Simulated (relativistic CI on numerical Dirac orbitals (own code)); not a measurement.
A reference radial Dirac CI calculation of Ho XXV gave the lowest total energy -12353.58116 Ha in 50 SCF steps, from this input:

```
atom Ho  Z=67  charge=24  electrons=43
nucleus A=165  rms_radius_fm=5.2022
hamiltonian dirac-coulomb  breit=on  qed=on  c_scale=1
orbitals kli  potential=per-configuration
slater_scale 1
correlation none
mixing on
grid step=0.0125 r_max=6
scf mixing=0.4 start=green max_iterations=150 tolerance=2e-08 node_fill=0.05
configurations
  [Kr] 4d7
  [Ar] 3d10 4s2 4p5 4d8
  [Ar] 3d10 4s2 4p4 4d9
  [Ar] 3d10 4s 4p6 4d8
  [Ar] 3d10 4p6 4d9
end
```

One setting was then changed, and the output read:

```
SCF 1: [Kr] 4d7
 iter      energy (Ha)   residual   last orbital (Ha)
    1    -12205.567974   6.05e+00    -54.14857
    2    -12329.415683   3.15e+00    -41.70710
    3    -12372.840477   2.08e-01    -31.02369
    4    -12373.022719   1.22e-01    -31.42465
    5    -12373.074270   4.71e-03    -30.96471
    6    -12373.074475   3.95e-04    -30.95636
    7    -12373.074491   6.79e-05    -30.95360
    8    -12373.074492   4.19e-06    -30.95385
    9    -12373.074492   2.10e-06    -30.95385
   10    -12373.074492   7.03e-09    -30.95384
SCF 2: [Ar] 3d10 4s2 4p5 4d8
 iter      energy (Ha)   residual   last orbital (Ha)
    1    -12198.080930   6.06e+00    -54.14857
    2    -12323.084037   3.15e+00    -41.66479
    3    -12366.710291   2.11e-01    -30.97928
    4    -12366.900187   1.22e-01    -31.39015
    5    -12366.951003   5.22e-03    -30.92826
    6    -12366.951221   4.54e-04    -30.91880
    7    -12366.951237   8.30e-05    -30.91562
    8    -12366.951239   4.00e-06    -30.91593
    9    -12366.951239   2.30e-06    -30.91593
   10    -12366.951239   6.52e-09    -30.91592
SCF 3: [Ar] 3d10 4s2 4p4 4d9
 iter      energy (Ha)   residual   last orbital (Ha)
    1    -12190.474355   6.08e+00    -54.14857
    2    -12316.654127   3.15e+00    -41.62281
    3    -12360.483608   2.14e-01    -30.93606
    4    -12360.681113   1.23e-01    -31.35788
    5    -12360.732186   5.82e-03    -30.89263
    6    -12360.732426   4.99e-04    -30.88165
    7    -12360.732441   1.01e-04    -30.87813
    8    -12360.732443   3.56e-06    -30.87851
    9    -12360.732443   2.39e-06    -30.87850
   10    -12360.732443   5.89e-09    -30.87850
SCF 4: [Ar] 3d10 4s 4p6 4d8
 iter      energy (Ha)   residual   last orbital (Ha)
    1    -12192.944374   6.06e+00    -54.14857
    2    -12318.550051   3.15e+00    -41.67463
    3    -12362.257561   2.12e-01    -31.02015
    4    -12362.447704   1.24e-01    -31.43740
    5    -12362.500634   5.69e-03    -30.97286
    6    -12362.500850   3.75e-04    -30.96136
    7    -12362.500866   1.08e-04    -30.95865
    8    -12362.500868   3.47e-06    -30.95901
    9    -12362.500868   2.05e-06    -30.95900
   10    -12362.500868   8.91e-09    -30.95900
SCF 5: [Ar] 3d10 4p6 4d9
 iter      energy (Ha)   residual   last orbital (Ha)
    1    -12180.154764   6.08e+00    -54.14857
    2    -12307.548862   3.15e+00    -41.64263
    3    -12351.534266   2.16e-01    -31.01854
    4    -12351.733244   1.27e-01    -31.45131
    5    -12351.787673   6.79e-03    -30.98199
    6    -12351.787909   3.65e-04    -30.96677
    7    -12351.787926   1.57e-04    -30.96407
    8    -12351.787929   2.22e-06    -30.96456
    9    -12351.787929   1.63e-06    -30.96456
   10    -12351.787929   8.98e-09    -30.96456
orbital energies (Ha): 3p3/2 -90.6281  3d3/2 -78.4505  3d5/2 -77.0010  4s -40.8830  4p1/2 -37.9451  4p3/2 -36.1790  4d3/2 -31.3148  4d5/2 -30.9538
configuration averages (Ha): Dirac-Coulomb, Breit, QED
  4s2 4p6 4d7                 -12373.074492   12.107711    8.172200
  4s2 4p5 4d8                 -12366.951239   12.083610    8.169501
  4s2 4p4 4d9                 -12360.732443   12.059693    8.166803
  4s 4p6 4d8                  -12362.500868   12.090291    8.144145
  4p6 4d9                     -12351.787929   12.073293    8.116054
levels: no., configuration, term, J, E (cm-1), weight
   1 4s2 4p6 4d7            4F   9/2              0.0  0.71
   2 4s2 4p6 4d7            2P   3/2          29784.5  0.49
   3 4s2 4p6 4d7            2D   5/2          42082.7  0.45
   4 4s2 4p6 4d7            4F   7/2          66298.9  0.91
   5 4s2 4p6 4d7            4F   3/2          89196.5  0.42
   6 4s2 4p6 4d7            2G   9/2          91344.6  0.42
   7 4s2 4p6 4d7            4P   5/2          93777.6  0.62
   8 4s2 4p6 4d7            4P   1/2         100347.3  0.54
   9 4s2 4p6 4d7            2H   11/2        114522.9  1.00
  10 4s2 4p6 4d7            2G   7/2         122582.6  0.64
  11 4s2 4p6 4d7            2F   5/2         141669.6  0.75
  12 4s2 4p6 4d7            2D   5/2         157276.4  0.46
  13 4s2 4p6 4d7            4P   3/2         160248.9  0.36
  14 4s2 4p6 4d7            2P   1/2         177061.9  0.54
lowest total energy -12353.371448 Ha
end: converged
```

**Question.** Which setting was changed?
A. nuclear radius
B. start potential
C. SCF mixing
D. configuration list

**Answer.** A. The nuclear radius 5.7224 fm.
